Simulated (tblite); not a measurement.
CH11NSi3.
SMILES with atom numbers: `[CH3:1][Si@H:2]([NH2:3])[SiH2:4][SiH3:5]` (hydrogens: H6, H7, H8 on C1; H9 on Si2; H10, H11 on N3; H12, H13 on Si4; H14, H15, H16 on Si5)

Structure optimised with GFN2-xTB, isolated species.

Q: List the bond lengths, angles and torsions at this level.

A: 
| bond | length (Å) |
| --- | --- |
| C1–Si2 | 1.900 |
| Si2–N3 | 1.731 |
| Si2–Si4 | 2.314 |
| Si4–Si5 | 2.317 |
| C1–H6, C1–H7, C1–H8 | 1.086 |
| Si2–H9 | 1.484 |
| N3–H10, N3–H11 | 1.007 |
| Si4–H12 | 1.475 |
| Si4–H13 | 1.476 |
| Si5–H14, Si5–H15, Si5–H16 | 1.467 |

Bonds in one row agree within 0.01 Å and their mean is given. A selection of angles:
| angle | degrees |
| --- | --- |
| Si2–C1–H6 | 110.9 |
| H6–C1–H7 | 107.5 |
| C1–Si2–N3 | 104.5 |
| C1–Si2–Si4 | 112.1 |
| C1–Si2–H9 | 106.1 |
| N3–Si2–Si4 | 105.6 |
| N3–Si2–H9 | 112.7 |
| Si4–Si2–H9 | 115.4 |
| Si2–N3–H10 | 118.8 |
| H10–N3–H11 | 109.3 |
| Si2–Si4–Si5 | 117.4 |
| Si2–Si4–H12 | 108.7 |
| Si2–Si4–H13 | 109.2 |
| Si5–Si4–H12 | 109.1 |
| Si5–Si4–H13 | 108.9 |
| H12–Si4–H13 | 102.4 |
| Si4–Si5–H14 | 113.8 |
| Si4–Si5–H15 | 112.1 |
| H14–Si5–H15 | 105.8 |

Dihedral angles: C1–Si2–Si4–Si5 76° (synclinal).

Si2 (SiH silicon) is distorted tetrahedral (angles from 104.5° to 115.4°). N3 (silicon-bound nitrogen) is pyramidal (angles 119.1°, 118.8° and 109.3°, sum 347.2°, 0.25 Å off the plane of its three neighbours). Si5 (SiH3 silicon) is distorted tetrahedral (angles from 105.5° to 113.8°). Si4 (SiH2 silicon) is distorted tetrahedral (angles from 102.4° to 117.4°).

Point group: C1 (no symmetry element, even within 0.4 Å). GFN2-xTB frequencies show an imaginary mode (36i cm⁻¹), so the point is no minimum at that level. Torsions: C1–Si2–N3–H 45° and -178°, C1–Si2–Si4–Si5 76°. 3 starts were optimised and ended at 0.00, 1.51 and 1.62 kcal/mol (GFN2-xTB); the lowest of these is shown.

The numbers are calculated, not measured.
